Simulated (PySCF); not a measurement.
Distorted geometries of Eu4S4

Eu4S4 (singlet in the valence; each metal's 4f electrons, 7 of them, lie in its core potential, out of spins and levels). PySCF 2.14.0, RKS B3LYP, Eu lcecp-0-SVP with ECP53, S def2-SVP; non-relativistic Hamiltonian with scalar-relativistic core potentials where named; density fitting; no spin-orbit coupling. Relaxed geometry:

```xyz
8

Eu    1.3980    1.3980    1.3980
Eu    1.3980   -1.3980   -1.3980
Eu   -1.3980    1.3980   -1.3980
Eu   -1.3980   -1.3980    1.3980
S     1.4567    1.4567   -1.4567
S     1.4567   -1.4567    1.4567
S    -1.4567    1.4567    1.4567
S    -1.4567   -1.4567   -1.4567
```

Task: Order these distorted geometries by energy above the relaxed one, lowest first.
A.
```xyz
8

Eu    1.4066    1.5218    1.1717
Eu    1.4915   -1.4607   -1.4356
Eu   -1.2948    1.3750   -1.4475
Eu   -1.5687   -1.4142    1.3131
S     1.3649    1.3469   -1.3580
S     1.5240   -1.3421    1.4079
S    -1.5557    1.5682    1.7095
S    -1.3677   -1.5950   -1.3611
```
B.
```xyz
8

Eu    1.3820    1.4003    1.4056
Eu    1.3879   -1.3815   -1.3610
Eu   -1.4098    1.3775   -1.4018
Eu   -1.3940   -1.4037    1.3211
S     1.4607    1.4362   -1.4160
S     1.4645   -1.4881    1.4252
S    -1.4345    1.4662    1.4514
S    -1.4568   -1.4069   -1.4246
```
C.
```xyz
8

Eu    1.4478    1.3287    1.3568
Eu    1.5728   -1.4318   -1.2932
Eu   -1.3837    1.4315   -1.6058
Eu   -1.4081   -1.5432    1.6182
S     1.3203    1.5247   -1.7118
S     1.3784   -1.4870    1.6915
S    -1.4826    1.3875    1.3725
S    -1.4448   -1.2103   -1.4282
```

Result: B (0.07 eV), C (0.90 eV), A (1.02 eV).

Task: Which forces (eV/Å) act in the one that lies 1.02 eV up?

Result: 
```
Eu  -0.30 -0.17  2.97
Eu  -0.16 -0.33  0.57
Eu  -1.32 -0.28  0.64
Eu   0.85  0.68  1.02
S    0.91  0.34 -2.62
S   -0.38 -0.06 -0.26
S    0.46 -0.57 -1.30
S   -0.07  0.39 -1.01
```
Forces carry noise of the integration grid, about 0.01 to 0.03 eV/Å.

An lcecp potential fixes the number of 4f electrons, so in runs with it no electron can move into or out of that shell.
